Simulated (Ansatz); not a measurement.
`C#C[SiH2]C#C` and `C#C[SiH2]CN` differ in one atom or group.

Ansatz, PBE0-D4/def2-TZVP geometries, multiplicity 1. Each molecule was computed in one conformer, which needn't be the lowest.

| property | `C#C[SiH2]C#C` |
| --- | --- |
| size of the dipole moment (ωB97M-V/def2-TZVPP) / D | 0.63 |
| HOMO energy (B3LYP/def2-TZVPP) / eV | -8.01 |
| LUMO energy (PBE0/def2-TZVPP) / eV | -0.46 |
| HOMO–LUMO gap (ωB97M-V/def2-TZVPP) / eV | 12.05 |
| size of the dipole moment (PBE/def2-TZVPP) / D | 0.58 |
| HOMO–LUMO gap (PBE/def2-TZVPP) / eV | 5.63 |

Task: What does the change do to each property? (Estimate.)

Result: Ansatz gave: 
```csv
property,`C#C[SiH2]CN`,shift
size of the dipole moment (ωB97M-V/def2-TZVPP) / D,1.65,1.02
HOMO energy (B3LYP/def2-TZVPP) / eV,-6.71,1.30
LUMO energy (PBE0/def2-TZVPP) / eV,-0.10,0.36
HOMO–LUMO gap (ωB97M-V/def2-TZVPP) / eV,11.13,-0.92
size of the dipole moment (PBE/def2-TZVPP) / D,1.63,1.05
HOMO–LUMO gap (PBE/def2-TZVPP) / eV,4.44,-1.19
```

With PBE0 the HOMO rises by 1.30 eV and the LUMO rises by 0.36 eV, so the gap narrows by about 0.94 eV. PBE moves the HOMO by 1.57 eV and ωB97M-V by 1.12 eV. Dipoles are sizes alone; their direction can turn.

B3LYP here is the variant with VWN-RPA as its local correlation; programs differ in this.
